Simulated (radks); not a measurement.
Q: The mean radii <r> (bohr) of the occupied orbitals of an atom or ion are listed with their occupations. Method: non-relativistic Kohn-Sham, TPSS, spin-polarised, spherical densities, point nucleus; meta-GGA in the generalised Kohn-Sham scheme; computed with a radial shooting solver on a logarithmic mesh with Libxc functionals.

| orbital | occ. | <r> |
|---|---|---|
| 1s up | 1 | 0.02812 |
| 1s down | 1 | 0.02812 |
| 2s up | 1 | 0.1189 |
| 2s down | 1 | 0.1189 |
| 2p up | 3 | 0.1011 |
| 2p down | 3 | 0.1011 |
| 3s up | 1 | 0.2835 |
| 3s down | 1 | 0.2838 |
| 3p up | 1 | 0.2694 |

Name the element and its charge. Open shells, if any, are filled with parallel spins first.

A: Z = 54, xenon, charge +41: Xe41+ in [Ne] 3s2 3p1. The 1s radius gives Z: for a bare nucleus <r> = 1.5/Z, 0.02778 bohr for Z = 54, and screening makes it slightly larger (0.02812 here). The occupations add up to 13, and the charge is Z minus that.
